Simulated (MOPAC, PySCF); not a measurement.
C$_{9}$H$_{7}$NSSi, SMILES `c1c2c(cc(c1[SiH3])C#N)scc2`, neutral singlet in the gas phase. 

Cartesian coordinates (Å):
```xyz
19

N      2.8964     2.8835    -0.3183
C      1.9822     2.1490    -0.2417
C      0.8846     1.2304    -0.1447
C     -0.4297     1.7260    -0.2451
C     -1.4915     0.8176    -0.1486
S     -3.2010     1.1805    -0.2410
C     -3.6032    -0.5029    -0.0227
C     -2.5028    -1.3140     0.1151
C     -1.2668    -0.5814     0.0469
C      0.0665    -1.0472     0.1438
C      1.1518    -0.1675     0.0518
Si     2.9264    -0.8201     0.1852
H     -0.6036     2.8008    -0.3953
H     -4.6600    -0.7984    -0.0094
H     -2.5637    -2.4009     0.2609
H      0.2430    -2.1239     0.2944
H      2.8351    -2.3079     0.3848
H      3.6988    -0.5261    -1.0695
H      3.6375    -0.1974     1.3532
```
Charge 0, spin multiplicity 1.

All levels are single points at this geometry (PBE-D3(BJ)/def2-SVP); Pople sets use spherical d functions. Orbital energies aren't observables, and empty levels follow the basis.

BP86/6-31G* in PySCF gives HOMO (eV) = -5.91.

Estimate the HOMO (eV) from each of these levels: PBE-D3(BJ)/def2-TZVP in PySCF; B3LYP/LANL2DZ in PySCF; M06-2X/6-31G* in PySCF; PBE/6-31G* in PySCF; HF/3-21G in PySCF; HF/6-31G* in PySCF; HF/STO-3G in PySCF; PM6 in MOPAC.


```csv
level,HOMO (eV)
PBE-D3(BJ)/def2-TZVP in PySCF,-6.06
B3LYP/LANL2DZ in PySCF,-6.72
M06-2X/6-31G* in PySCF,-7.75
PBE/6-31G* in PySCF,-5.81
HF/3-21G in PySCF,-8.78
HF/6-31G* in PySCF,-8.62
HF/STO-3G in PySCF,-6.42
PM6 in MOPAC,-9.03
```
